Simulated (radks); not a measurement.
Problem. Radial electron density D(r) = 4 pi r^2 rho(r) of an atom or ion with 6 electrons. Method: scalar-relativistic Kohn-Sham, r2SCAN, spin-unpolarised, spherical densities, finite nucleus; meta-GGA in the generalised Kohn-Sham scheme; Fermi nuclear charge, rms radius of each element as measured or else 0.836 A^(1/3) + 0.57 fm; computed with a radial shooting solver on a logarithmic mesh with Libxc functionals.

r (bohr)  D(r) (e/bohr)
0.002097         0.5191
0.002346         0.6395
0.002603         0.7752
0.002911         0.9523
0.003256          1.168
0.003642          1.429
0.004042          1.721
0.004521          2.096
0.005056          2.547
0.00561           3.044
0.006275          3.675
0.007019          4.421
0.007851          5.296
0.008711          6.236
0.009744          7.398
0.0109            8.726
0.01209           10.11
0.01353           11.77
0.01513           13.58
0.01692           15.53
0.01878           17.44
0.021             19.53
0.02349           21.61
0.02607           23.43
0.02916           25.19
0.03261           26.61
0.03648           27.57
0.04047           27.96
0.04527           27.76
0.05063           26.87
0.05618           25.47
0.06284           23.43
0.07029           21.02
0.07862           18.49
0.08724           16.30
0.09758           14.38
0.1091            13.16
0.1211            12.75
0.1355            13.05
0.1515            13.93
0.1695            15.02
0.188             15.86
0.2103            16.19
0.2352            15.67
0.261             14.34
0.292             12.15
0.3266            9.482
0.3653            6.766
0.4053            4.526
0.4533            2.643
0.5071            1.368
0.5626           0.6584
0.6293           0.2599
0.7039          0.08719
0.7873          0.02440
0.8736         0.006246
0.9771         0.001161
1.093         0.0001684

What is the nuclear charge?

Solution. Z = 24. The innermost maximum, from 1s, lies near gamma/Z bohr with gamma = sqrt(1 - (Z/c)^2) = 0.985, here 0.041 bohr (found: 0.0415), and its height grows with Z. The density is that of the chromium ion Cr18+ in [He] 2s2 2p2; the configuration itself is not fixed sharply by these data, and Z only to about a unit. D(r) has 2 maxima, at r = 0.0415, 0.209 bohr, and minima at 0.122 bohr, inside which lie 2.22 electrons.
